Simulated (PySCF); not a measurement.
Ga(I)2(Me), SMILES [I][Ga]([I])[CH3] (CH₃GaI₂) (B3LYP/def2-SVP optimised geometry):

```
7

Ga    -0.302     0.133     0.000
I      2.219     0.133     0.000
I     -1.428     2.389     0.000
C     -1.346    -1.540     0.025
H     -2.219    -1.446    -0.637
H     -1.702    -1.710     1.054
H     -0.720    -2.389    -0.286
```

Level of theory: B3LYP/def2-TZVP, def2 effective core potentials past Kr in PySCF.

Q: What are the frontier orbital energies and the dipole moment?

A: HOMO-2 -7.47 eV, HOMO-1 -7.47 eV, HOMO -7.27 eV, LUMO -1.91 eV, LUMO+1 -1.87 eV; dipole moment 2.17 D.

On the same geometry PBE/def2-TZVP, def2 effective core potentials past Kr in PySCF 2.14.0 gives HOMO-2 -6.62 eV, HOMO-1 -6.59 eV, HOMO -6.41 eV, LUMO -2.44 eV, LUMO+1 -2.39 eV; dipole moment 2.12 D.
